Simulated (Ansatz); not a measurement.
C$_{2}$H$_{5}$ClOSi (`C[Si]1(Cl)CO1`). The species carries charge 0 and has multiplicity 1. Geometry: relaxed with PBE0-D4/def2-TZVP.

```xyz
10

C    -1.455    0.259   -0.590
Si    0.187    0.419    0.231
Cl    0.631    2.385    0.545
C     1.500   -0.805    0.279
O     0.581   -0.618    1.445
H    -1.471    0.806   -1.534
H    -1.671   -0.794   -0.780
H    -2.236    0.670    0.054
H     2.525   -0.529    0.515
H     1.409   -1.794   -0.164
```

Question: What is the dipole moment at ωB97M-V/def2-TZVPP? (An estimate is asked.)

Answer: Computed: 2.47 D, with components (-1.03, -0.26, -2.23) D in this frame, pointing from negative to positive charge.

Question: And with PBE, r2SCAN, B3LYP? (Estimate.)

Answer: Computed: PBE 2.31 D, r2SCAN 2.39 D, B3LYP 2.45 D.

Question: Give the Mulliken charges with ωB97M-V, PBE, B3LYP in def2-TZVPP. (Best estimate.)

Answer: Computed: 
```
atom  ωB97M-V    PBE  B3LYP
  C1    -0.43  -0.37  -0.38
 Si2     0.58   0.48   0.59
 Cl3    -0.19  -0.21  -0.23
  C4    -0.19  -0.12  -0.14
  O5    -0.39  -0.34  -0.41
  H6     0.13   0.12   0.11
  H7     0.13   0.12   0.12
  H8     0.13   0.12   0.11
  H9     0.12   0.10   0.11
 H10     0.12   0.10   0.11
```

B3LYP here is the variant with VWN-RPA as its local correlation; programs differ in this.
